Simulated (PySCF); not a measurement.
Precursor series Ti F-NH2. Gas-phase values, no solvent. One relaxed conformer stands for each flexible species; it need not be the lowest.

Level of theory: B3LYP-D3(BJ)/def2-TZVP // r2SCAN-D4/def2-SVP run with PySCF. B3LYP has the VWN-RPA correlation part, as in Gaussian. 

```
species                                   HOMO (eV)  coordination number  charge on the central atom (meta-Löwdin) (e)  LUMO (eV)  mean distance from the central atom to its bonded neighbours (Å)
----------------------------------------  ---------  -------------------  --------------------------------------------  ---------  ----------------------------------------------------------------
0 of 4 F replaced by NH2 ([Ti(F)4])          -12.24                    4                                          1.69      -3.42                                                             1.735
1 of 4 F replaced by NH2 ([Ti(F)3(NH2)])      -8.32                    4                                          1.57      -2.77                                                             1.775
2 of 4 F replaced by NH2                      -7.52                    4                                          1.45      -1.91                                                             1.814
3 of 4 F replaced by NH2 ([Ti(F)(NH2)3])      -6.98                    4                                          1.34      -1.27                                                             1.853
4 of 4 F replaced by NH2                      -6.56                    4                                          1.25      -0.92                                                             1.891
```
